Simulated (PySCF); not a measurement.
**Static response to an electric field**

C₅H₁₂GeO₂.
SMILES with atom numbers: `[CH3:1][CH2:2][CH2:3][C@@H:4]1[CH2:5][O:6][GeH2:7][O:8]1` (hydrogens: H9, H10, H11 on C1; H12, H13 on C2; H14, H15 on C3; H16 on C4; H17, H18 on C5; H19, H20 on Ge7)

Geometry (PBE0-D3(BJ)/def2-SVP, Å), atoms numbered from 1 in this order:
```
atom  x, y, z in Å
C1    -2.679    1.046    0.028
C2    -1.526    0.488   -0.791
C3    -0.447   -0.163    0.059
C4     0.730   -0.693   -0.750
C5     1.865   -1.230    0.142
O6     2.666   -0.150    0.576
Ge7    2.640    1.099   -0.704
O8     1.281    0.327   -1.575
H9    -2.328    1.810    0.741
H10   -3.177    0.257    0.614
H11   -3.441    1.516   -0.612
H12   -1.063    1.286   -1.393
H13   -1.907   -0.252   -1.517
H14   -0.876   -1.000    0.639
H15   -0.068    0.560    0.806
H16    0.380   -1.497   -1.420
H17    2.474   -1.959   -0.427
H18    1.457   -1.746    1.026
H19    2.309    2.467   -0.088
H20    3.887    1.107   -1.601
```

Level: B3LYP/def2-SVPD (PySCF), static field, nuclei fixed, core orbitals frozen in the response. The polarisability tensor in these axes (au):

```
x   106.23   1.63  -4.13
y     1.63  94.54  -1.44
z    -4.13  -1.44  83.46
```

Task: Give the principal values, the mean and the anisotropy Δα = √{½[(α1 − α2)² + (α2 − α3)² + (α1 − α3)²]}.

Result: Principal values 82.63, 94.38 and 107.23 au; mean 94.74 au = 14.04 Å³ = 15.62 × 10⁻⁴⁰ C²·m²/J; Δα = 21.31 au (22 % of the mean).

Task: What is the dipole moment?

Result: 0.18 D at this geometry.

Task: What would n − 1 = 2πNα be for an ideal gas of these molecules at 273.15 K and 1 atm, electronic part alone?

Result: N = p/kT = 2.6868 × 10¹⁹ cm⁻³, so n − 1 = 2π × N × 14.04 × 10⁻²⁴ cm³ = 2370 × 10⁻⁶ at long wavelengths, for an ideal gas.

Task: Find the Langevin capture rate constant for H3O+ (19.018 u) meeting this molecule (178.005 u), k = 2.342 × 10⁻⁹ cm³/s × √(α in Å³ / reduced mass in u).

Result: The reduced mass is 17.18 u, so k = 2.12 × 10⁻⁹ cm³/s.

Task: Along which axes do the principal values lie, and how far do the nuclei extend along each?

Result: Largest value along (0.97, 0.15, -0.18), where the nuclei span 7.39 Å; middle along (-0.16, 0.98, -0.07), 4.40 Å; least along (0.17, 0.10, 0.98), 2.91 Å. The response follows the extents in order.

Task: Traceless (Buckingham) quadrupole moment about the centre of nuclear charge: eigenvalues?

Result: -8.46, -0.64, 9.10 D·Å. The values depend on the origin, since the dipole doesn't vanish. The electronic extent ⟨r²⟩ about the same centre is 1683 bohr², a root-mean-square distance of 2.29 Å for the 90 electrons.

Geometry: PBE0-D3(BJ)/def2-SVP, one conformer, isolated molecule. The calculation is non-relativistic, for germanium too.
